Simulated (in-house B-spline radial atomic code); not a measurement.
Configurations of S³⁺, with energies counted from [Ne] 3s2 3p1. Method: non-relativistic Hartree-Fock with fractional occupations, spin-polarised, spherical fractional occupations, point nucleus. Calculated with an all-electron radial atomic-structure program (B-spline basis). Shells without spins written out take the highest spin.

Caution: exact exchange at fractional occupations of open shells leaves self-interaction of up to several eV.

Occupations are held fixed; configurations that lie above the ionisation limit could autoionise.

```json
{"configuration": "[Ne] 3s1 3p2", "E - E(ref) (eV)": "7.0013", "highest orbital": "3p up", "its <r> (bohr)": "1.68"}
{"configuration": "[Ne] 3s2 4f(0 up, 1 down)", "E - E(ref) (eV)": "30.603", "highest orbital": "4f down", "its <r> (bohr)": "4.863"}
{"configuration": "[Ne] 3s1 3p1 4p1", "E - E(ref) (eV)": "36.693", "highest orbital": "4p up", "its <r> (bohr)": "3.935"}
{"configuration": "[He] 2s2 2p5 3s2 3p1 3d1", "E - E(ref) (eV)": "207.54", "highest orbital": "3d up", "its <r> (bohr)": "1.958"}
{"configuration": "[He] 2s2 2p(2 up, 3 down) 3s2 3p(0 up, 1 down) 4p(1 up, 0 down)", "E - E(ref) (eV)": "216.24", "highest orbital": "4p up", "its <r> (bohr)": "3.868"}
{"configuration": "[He] 2s2 2p5 3s2 3p1 4d1", "E - E(ref) (eV)": "221.18", "highest orbital": "4d up", "its <r> (bohr)": "4.616"}
{"configuration": "[He] 2s2 2p(3 up, 2 down) 3s2 3p(1 up, 0 down) 4f(0 up, 1 down)", "E - E(ref) (eV)": "223.77", "highest orbital": "4f down", "its <r> (bohr)": "4.845"}
```

Order these further configurations by energy, lowest first.
A. [Ne] 3s2 4d1
B. [He] 2s2 2p5 3s2 3p1 4s1
C. [Ne] 3s1 3p1 4f1
D. [Ne] 3s2 3d1
E. [Ne] 3s(1 up, 0 down) 3p(0 up, 1 down) 4d(0 up, 1 down)

D (17.706 eV), A (28.797 eV), C (43.915 eV), E (45.594 eV), B (209.93 eV).

How far above the reference does [Ne] 3s1 3p1 4s1 lie?

30.918 eV; its least bound orbital is 4s up with <r> = 3.394 bohr.

How far above the reference does [Ne] 3s2 4p1 lie?

23.67 eV; its least bound orbital is 4p up with <r> = 3.999 bohr.
